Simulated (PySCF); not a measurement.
# One molecule, several mistakes: BH6OSi2

Calculated results; nothing here was measured. They come from PySCF 2.14.0, an open-source quantum chemistry program, on an isolated molecule that a program drew, which may never have been made. The molecule is BH6OSi2 (charge 0, doublet), drawn as the SMILES string `[BH]O[SiH2][SiH3]`.

Each row is a Hartree-Fock (HF) and frozen-core CCSD(T) single point in the cc-pV(D+d)Z basis, meant for a local HF minimum. Run 1 is clean. Each other run has one planted mistake out of seven kinds, and not every kind appears here: one electron removed, one electron added, multiplicity raised by two, geometry at a saddle point, minimal basis STO-3G, one bond length entered in bohr, all coordinates scaled. The reference is restricted for singlets and unrestricted otherwise, and also for a bond in bohr. Adding or removing an electron swaps singlet and doublet. Electrons count all cores. HOMO and LUMO are orbital energies over both spins, the gradient is its largest component, and the lowest frequency (negative if imaginary) is given only where the gradient is small. Bond lengths are over the 9 bonds as drawn. T1 is the CCSD diagnostic: over 0.02 (restricted) or 0.045 (unrestricted) a single reference is doubtful.

Geometry of the clean run:
```xyz
10
BH6OSi2, angstrom
B    -1.2563   -1.9117   -0.1270
O    -1.6531   -0.6674    0.1363
Si   -1.6485    0.3902    1.4381
Si   -0.4950    2.3510    0.8067
H    -0.7087   -2.6343    0.6732
H    -3.0578    0.6812    1.7738
H    -1.0048   -0.2697    2.5969
H     0.9046    2.0209    0.4472
H    -0.4897    3.3038    1.9435
H    -1.1607    2.9857   -0.3545
```

```
run,electrons,basis functions,<S^2>,HOMO (eV),LUMO (eV),gradient (hartree/bohr),lowest frequency (cm^-1),mean bond (Å),longest bond (Å),T1,HF (hartree),CCSD(T) (hartree),mistake
1,47,104,0.753,-8.74,2.97,6.2e-06,45,1.5539,2.361,0.0159,-680.92732,-681.44226,no fault
2,47,104,1.571,-8.77,1.27,1.1e-02,-,1.7000,2.792,0.0445,-680.81499,-681.32061,one bond length entered in bohr
3,47,34,0.757,-5.85,8.77,3.0e-02,-,1.5539,2.361,0.0179,-672.91475,-673.12091,minimal basis STO-3G
4,46,104,0.000,-15.18,-6.41,1.5e-01,-,1.5539,2.361,0.0219,-680.64830,-681.16695,?
```

**Which mistake was planted in run 4, and what did it cost?**

It counts 46 electrons, one fewer than the clean run, at the same geometry and basis. So the mistake is: one electron removed. Subtracting run 1 and multiplying by 627.51 kcal/mol a hartree, the energy moved by 175.1 kcal/mol in HF and 172.8 kcal/mol in CCSD(T).

Cautions from the logs. Run 4: T1 is over the limit, so its CCSD(T) energy is less reliable.
